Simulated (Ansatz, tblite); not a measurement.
Cost and result up the ladder for B₅N₄H₁₆⁻, a cluster cut from zinc blende BN (hydrogen-capped) (25 atoms). Charge -1, multiplicity 1. Geometry: r2SCAN-D4/def2-SVP.

Cartesian coordinates in Å:
```
N -1.103 0.891 -0.121
N -0.538 -1.475 -0.934
N 1.406 0.978 -0.634
N 0.496 -0.543 1.219
B 0.029 1.792 -0.729
B -1.632 -0.305 -0.991
B -0.756 0.430 1.362
B 0.113 -1.872 0.476
B 1.775 0.225 0.732
H -1.906 1.514 -0.022
H 0.201 -1.291 -1.615
H -0.993 -2.316 -1.291
H 2.154 1.649 -0.809
H 1.476 0.326 -1.418
H 0.715 -0.832 2.173
H -0.176 2.048 -1.923
H 0.172 2.818 -0.063
H -1.776 0.017 -2.178
H -2.672 -0.762 -0.515
H -1.711 -0.182 1.846
H -0.449 1.411 2.045
H -0.744 -2.491 1.107
H 1.107 -2.575 0.247
H 2.097 1.093 1.544
H 2.714 -0.548 0.493
```

Ansatz on 2 threads of AMD EPYC 7R13 on a shared host and a share (18 GiB) of an NVIDIA H100 80GB HBM3; xTB runs through tblite on one thread. Times are rough, summed over both states, and most runs start from the orbitals of an earlier one. PBE0-D4/def2-TZVP serves as the yardstick here, not as an exact answer. The other state is a triplet.

The xTB rows come from tblite.

xTB has no spin-polarisation term.

```csv
level,functions,wall time,vertical triplet (eV),difference from PBE0-D4/def2-TZVP (eV),remarks
GFN2-xTB,52,0.03 s,10.16,4.14,–
GFN1-xTB,68,0.049 s,7.69,1.68,–
PBE0-D4/def2-TZVP,375,21 s,6.01,0.00,HOMO above zero (triplet)
PBE-D4/def2-TZVP (with forces),375,30 s,5.18,-0.83,HOMO above zero (triplet)
```
